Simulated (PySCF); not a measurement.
Sn(H)(Br)(NH2)2 (BrH5N2Sn), SMILES [NH2][SnH]([NH2])[Br]. Atoms are numbered in the order given.

```xyz
9

Sn     0.1540    -0.6020     0.4351
N     -1.4123    -1.8729     0.1185
N      1.7495    -1.4359    -0.5270
Br    -0.2959     1.7121    -0.5365
H      0.4421    -0.4060     2.1098
H     -2.1667    -1.7375     0.7929
H     -1.8202    -1.7658    -0.8115
H      1.4432    -2.0130    -1.3122
H      2.3983    -0.7388    -0.8949
```

Geometry optimised at B3LYP-D3(BJ)/def2-SVP. The def2 effective core potentials stand for the cores of Sn; spin–orbit coupling is left out. Other conformers were not sampled.

Calculation: PBE/def2-TZVP (PySCF).

ESP charges are fitted to the potential on shells at 1.4 to 2.0 van der Waals radii. Atomic charges (e):

| atom | Mulliken | Löwdin | ESP fit |
|---|---|---|---|
| Sn1 | 0.88 | (withheld) | 0.58 |
| N2 | -0.71 | (withheld) | -0.76 |
| N3 | -0.71 | (withheld) | -0.79 |
| Br4 | -0.37 | -0.04 | -0.29 |
| H5 | -0.03 | (withheld) | -0.02 |
| H6 | 0.24 | 0.15 | 0.31 |
| H7 | 0.24 | 0.15 | 0.31 |
| H8 | 0.23 | 0.15 | 0.34 |
| H9 | 0.24 | 0.15 | 0.32 |

Task: Fill in the missing entries. (An estimate is asked for; the answer gives what the named calculation found.)

Result: 
- Sn1, Löwdin: 0.28
- N2, Löwdin: -0.40
- N3, Löwdin: -0.40
- H5, Löwdin: -0.04
